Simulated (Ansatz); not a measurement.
Species: C₂H₄B₂, SMILES `B=BC=C` (charge 0, multiplicity 1).

### Question
Give a relaxed geometry from CAM-B3LYP-D3(BJ)/def2-TZVP (Ansatz, a quantum-chemistry and plane-wave program).

### Answer
One answer among several that fit: the end point of this relaxation, one of several conformers (outside a Z-matrix the atoms follow the SMILES, hydrogens last).
Bond lengths (Å): B1–B2 1.511, B1–H5 1.171, B2–C3 1.496, C3–C4 1.340, C3–H6 1.087, C4–H7 1.083, C4–H8 1.085. Angles (°): B2–B1–H5 179.8, B1–B2–C3 177.0, B2–C3–C4 119.5, B2–C3–H6 121.9, C4–C3–H6 118.0, C3–C4–H7 121.0, C3–C4–H8 122.1, H7–C4–H8 116.9.
